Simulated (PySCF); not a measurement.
**Question.** Give a GFN2-xTB geometry of `N#CC[C@H]1CC(=O)C=C1`.

**Answer.** 
```
atom  x, y, z in Å
N1    -3.5506    0.6046    0.5207
C2    -2.6340    0.0962    0.0657
C3    -1.4641   -0.5424   -0.4820
C4    -0.2416   -0.3279    0.4321
C5     0.1226    1.1251    0.5295
C6     1.3698    1.3749    0.1391
C7     2.0443    0.1358   -0.2774
O8     3.1759    0.0119   -0.6713
C9     1.0290   -0.9897   -0.1143
H10   -1.6712   -1.6115   -0.5837
H11   -1.2684   -0.1250   -1.4741
H12   -0.4908   -0.7076    1.4294
H13   -0.5953    1.8480    0.8805
H14    1.8624    2.3301    0.1145
H15    1.4342   -1.7437    0.5602
H16    0.8703   -1.4699   -1.0804
```

Any rigid rotation of these coordinates is as good. Atoms count from 1 in this order. The C–C distances run from 1.331 Å (C5=C6, drawn double) to 1.541 Å (C3–C4, drawn single), a spread of 0.210 Å. Of the pairs four or more bonds apart, C2···H13 is among the closest relative to their van der Waals radii: 2.81 Å, 97 % of the sum of Bondi's values. The 5-membered ring C4–C5–C6–C7–C9 has internal angles of 103.9° to 113.0°; it is planar, 0.00 Å rms from its mean plane, widest ring torsion 1°.

Bonds between heavy atoms (Å): N1≡C2 1.143, C2–C3 1.441, C3–C4 1.541, C4–C5 1.501, C5=C6 1.331, C6–C7 1.471, C7=O8 1.205, C7–C9 1.525, C4–C9 1.533.

Computed geometry: GFN2-xTB, gas phase.

Point group: C1 (no symmetry element, even within 0.4 Å). Not checked by GFN2-xTB frequencies. The numbers are those of one conformer (C2–C3–C4–C5 -64°).
